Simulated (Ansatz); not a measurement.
```xyz
6

C    -2.1134   -1.0157   -0.8683
C    -1.0921   -0.5015   -0.4671
Si    0.4342    0.3057    0.1086
Cl    1.2911   -0.8332    1.5754
H     0.0994    1.6298    0.6717
H     1.3809    0.4148   -1.0203
```

Charge 0, multiplicity 2.

(1) List the r2SCAN/def2-TZVPP orbital energies in eV (the Gaussian-basis code of Ansatz). (An estimate is asked.)

## Answers

(1) The calculation gave: α occupied: -2753.61, -1792.66, -275.35, -273.67, -255.01, -193.55, -193.41, -193.40, -142.99, -97.90, -97.84, -97.80, -21.82, -20.42, -15.07, -11.84, -10.41, -10.18, -10.16, -8.52, -8.39, -8.15, -7.98. α empty: -1.82, -1.41, 0.39, 0.83, 1.36, 2.24, 3.64, 4.26. β occupied: -2753.61, -1792.65, -274.71, -273.70, -255.01, -193.55, -193.41, -193.40, -142.98, -97.90, -97.83, -97.79, -21.82, -19.86, -14.88, -11.38, -10.39, -10.18, -8.56, -8.31, -7.77, -7.64. β empty: -5.60, -1.24, -0.69, 0.43, 0.97, 1.44, 2.33, 3.81. ⟨S²⟩ = 0.798.
